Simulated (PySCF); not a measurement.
Two-dimensional NMR puzzle

Compound of formula C$_{3}$H$_{10}$O$_{2}$Si$_{2}$. Correlations simulated from computed shifts and the bond graph:

HSQC (one-bond C–H):
```csv
δH,δC
4.70,70.1
4.65,70.1
4.00,58.8
```

COSY cross peaks (H two or three bonds apart, from the bond graph; peaks can be absent where the dihedral angle is near 90°):
```csv
δH,δH
5.49,4.70
5.49,4.65
5.49,4.00
4.70,4.65
```

HMBC (two and three bonds, from the bond graph):
```csv
δH,δC
5.49,"70.1, 58.8"
4.84,58.8
4.70,"70.1, 58.8"
4.65,"70.1, 58.8"
4.00,70.1
```

All values are calculated (PySCF): PBE0/pcSseg-1 with gauge-including orbitals, structure optimised with GFN2-xTB. Equivalent nuclei averaged, non-relativistic Hamiltonian, single conformer, isolated molecule.

Scale: TMS for ¹H and ¹³C (reference shieldings calculated alike).

Exchangeable hydrogens are left out of these lists.

Q: Which molecule is this?

A: SMILES [SiH3]OC[SiH]1COC1.

Atoms are numbered as in `[SiH3:1][O:2][CH2:3][SiH:4]1[CH2:5][O:6][CH2:7]1`. Each H is labelled by its parent atom. Ha(C5), Ha(C7) are cis to C3 on the ring; Hb(C5), Hb(C7) are trans to C3 on the ring.

1. δC 70.1 is C5/C7, an sp3 CH2 bonded to O and Si (δH 4.70, 4.65).
2. δC 58.8 is C3, an sp3 CH2 bonded to O and Si (δH 4.00).
3. COSY links 5.49–4.70, 5.49–4.65, 5.49–4.00, 4.70–4.65.

This is the structure that produced the data.

Shifts are as computed. Against solution values, carbons near 30 ppm lie about +3 ppm off and those near 130 ppm about +5 ppm. Of 1309 compounds with measured shifts, 239 miss one by over three times the rms of a fit or turn the order of signals round; such compounds aren't used in these exercises.
